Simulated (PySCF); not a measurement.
State search for CsSe

Unrestricted PBE0; Cs def2-TZVPP with ECP46, Se def2-TZVPP; scalar-relativistic core potentials (PySCF 2.14). Outer shells of the fragments: Cs 6s1; Se 3d10 4s2 4p4.

Followed along the bond (rough minima from three points):

| 2Ms+1 | unpaired | ⟨S²⟩ at the start | R at minimum (Å) | Te (eV) |
| --- | --- | --- | --- | --- |
| 2 | π ↑ | 0.75 | 3.22 | 0.00 |
| 2 | σ ↑ | 0.75 | 3.02 | 0.16 |
| 4 | σ ↑, π ↑↑ | 3.75 | none in the scan | ≤ 2.65 |

Solutions found at the starting distance of 3.320 Å, counted from the lowest of them; the search is not exhaustive and high or unbound solutions are not listed, so other states can lie among these:

```
2Ms+1   unpaired   term  E (eV)  ⟨S²⟩  ⟨Lz²⟩   μ (D)
    2        π ↑     ²Π    0.00  0.75   1.01  -11.24
    2        σ ↑    ²Σ⁺    0.26  0.75   0.00  -11.93
    4  σ ↑, π ↑↑    ⁴Σ⁻    2.78  3.75   0.00    1.27
    2  σ ↓, π ↑↑  mixed    2.81  1.75   0.00    1.88
    4  σ ↑↑, π ↑     ⁴Π    2.89  3.75   1.01    1.65
    2  σ ↑, π ↑↓  mixed    3.19  1.76   2.02    1.54
    4      π ↑↑↑     ⁴Π    3.88  3.75   1.00    1.86
    4  σ ↑, π ↑↑  mixed    4.04  3.75   2.01    3.10
    4  σ ↑, π ↑↑  mixed    4.07  3.75   2.01    4.48
    4  π ↑↑, δ ↑     ⁴Δ    4.16  3.75   4.00    0.90
```

A term symbol is given only where ⟨S²⟩ and ⟨Lz²⟩ are close to those of a pure state; real π, δ and φ orbitals otherwise mix terms. A positive dipole means Cs(−)Se(+).

Task: Compare the gap between the two lowest followed solutions at the starting distance with the gap between their minima.

Result: At PBE0 the second solution (doublet, unpaired electrons σ ↑) lies +0.26 eV from the first (doublet, unpaired electrons π ↑) at 3.320 Å and +0.16 eV at the minima; the two curves relax by different amounts, since their minima lie near 3.02 and 3.22 Å.

Spin–orbit coupling is left out. Counting both spins, an empty level lies below a filled one in some of these solutions, because spin and occupation are held.
